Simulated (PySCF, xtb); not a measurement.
CHBClF3, SMILES B(C(F)(F)F)Cl.

Coordinates come from a B3LYP-D3(BJ)/def2-SVP optimisation. The structure was generated by enumeration, and PubChem lists no compound with its InChIKey, so it may never have been made.

These are C-PCM-ωB97X/def2-SVP in PySCF values and carry that method's errors.

The values are the electrostatic part of the solvation free energy, E(continuum) − E(gas) at the gas-phase geometry, in a cavity of scaled van der Waals radii (PySCF's table); cavitation and dispersion terms are not included. In vacuum the orbital gap is 11.66 eV. The dipole moment in vacuum is 1.57 D.

Problem. Estimate the values in water (ε = 78.36), ethylethanoate (ε = 5.99), ethanol (ε = 24.85). (Estimate from the structure and the level; the computed values follow.)

Solution. 
| solvent | ε | ΔG(elec) (kcal/mol) | dipole (D) | gap (eV) |
|---|---|---|---|---|
| water | 78.36 | -1.8 | 1.77 | 11.77 |
| ethylethanoate | 5.99 | -1.5 | 1.73 | 11.75 |
| ethanol | 24.85 | -1.7 | 1.76 | 11.77 |

For comparison, GFN2-xTB/ALPB(water) (xtb, at the GFN2-xTB geometry, all terms of that model) gives -2.0 kcal/mol.
